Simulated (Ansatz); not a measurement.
Computed with frozen-core CCSD(T)/cc-pVDZ // PBE0-D4/def2-SVP (Ansatz, a first-principles code).

Ansatz 0.2 input:
```yaml
crystal:
  periodic: [false, false, false]
  atoms:
    - { symbol: B, position_ang: [1.344408, -0.657871, 1.848198] }
    - { symbol: C, position_ang: [0.366869, -0.291209, 0.703839] }
    - { symbol: C, position_ang: [-0.29952, 1.029818, 1.224512] }
    - { symbol: C, position_ang: [-0.837237, 1.697062, -0.072587] }
    - { symbol: C, position_ang: [-0.496255, 0.681975, -1.166412] }
    - { symbol: C, position_ang: [-1.380327, -0.560299, -0.966913] }
    - { symbol: C, position_ang: [-0.782523, -1.232091, 0.295061] }
    - { symbol: C, position_ang: [0.873017, 0.198521, -0.678625] }
    - { symbol: C, position_ang: [1.565936, -0.862959, -1.479659] }
    - { symbol: O, position_ang: [1.155644, -1.353058, -2.498698] }
    - { symbol: H, position_ang: [0.966287, -1.310407, 2.795309] }
    - { symbol: H, position_ang: [2.468415, -0.20518, 1.864103] }
    - { symbol: H, position_ang: [0.425644, 1.687567, 1.733433] }
    - { symbol: H, position_ang: [-1.090996, 0.79941, 1.952353] }
    - { symbol: H, position_ang: [-1.917446, 1.900606, -0.017311] }
    - { symbol: H, position_ang: [-0.331908, 2.657928, -0.255019] }
    - { symbol: H, position_ang: [-0.524377, 1.087358, -2.187302] }
    - { symbol: H, position_ang: [-2.437018, -0.279142, -0.84001] }
    - { symbol: H, position_ang: [-1.312884, -1.223162, -1.839509] }
    - { symbol: H, position_ang: [-1.507481, -1.354136, 1.113708] }
    - { symbol: H, position_ang: [-0.398363, -2.237581, 0.061456] }
    - { symbol: H, position_ang: [1.601427, 1.020145, -0.544119] }
    - { symbol: H, position_ang: [2.548688, -1.193299, -1.045804] }
basis:
  gaussian: { orbitals: cc-pVDZ }
correlation:
  method: ccsd_t
```

Output:

```
Functional definition: HF
1870 factors; integrals over basis functions are off by at most 1.1e-3 eV
mean field evaluation 1: about -11151.2791 eV, gradient 4.7e1 eV
mean field evaluation 2: about -11151.7199 eV, gradient 4.7e1 eV
mean field evaluation 4: about -11157.9302 eV, gradient 7.3e0 eV
mean field evaluation 8: about -11158.0951 eV, gradient 5.7e-1 eV
mean field evaluation 16: about -11158.0973 eV, gradient 1.6e-6 eV
mean field -11158.09729450 eV, -410.0525123430 hartree, gradient 1.6e-6 eV, S^2 0.000000; 0 other end points of the search recorded, 0 dependent functions left out
10 core orbitals not correlated
reference -11158.09729450 eV, -410.0525123430 hartree; 27, 27 occupied and 168, 168 virtual orbitals, 1870 factors
second order -37.30458581 eV of doubles, -0.00000000 eV of singles
cycle   1  -38.41342753 eV  change    -1.1e0 eV  update   1.5e-1
cycle   2  -39.46503090 eV  change    -1.1e0 eV  update   4.2e-2
cycle   3  -39.71332176 eV  change   -2.5e-1 eV  update   2.2e-2
cycle   4  -39.70816222 eV  change    5.2e-3 eV  update   5.5e-3
cycle   5  -39.70882965 eV  change   -6.7e-4 eV  update   2.6e-3
cycle   6  -39.70986981 eV  change   -1.0e-3 eV  update   8.7e-4
cycle   7  -39.70928609 eV  change    5.8e-4 eV  update   4.3e-4
cycle   8  -39.70900128 eV  change    2.8e-4 eV  update   1.5e-4
cycle   9  -39.70901146 eV  change   -1.0e-5 eV  update   7.6e-5
cycle  10  -39.70904631 eV  change   -3.5e-5 eV  update   3.1e-5
perturbative correction -1.42223814 eV, -0.0522662876 hartree
Total energy: -11199.22857896 eV, -411.5640591669 hartree
```

Cost: about 15 core-minutes (a rough figure).
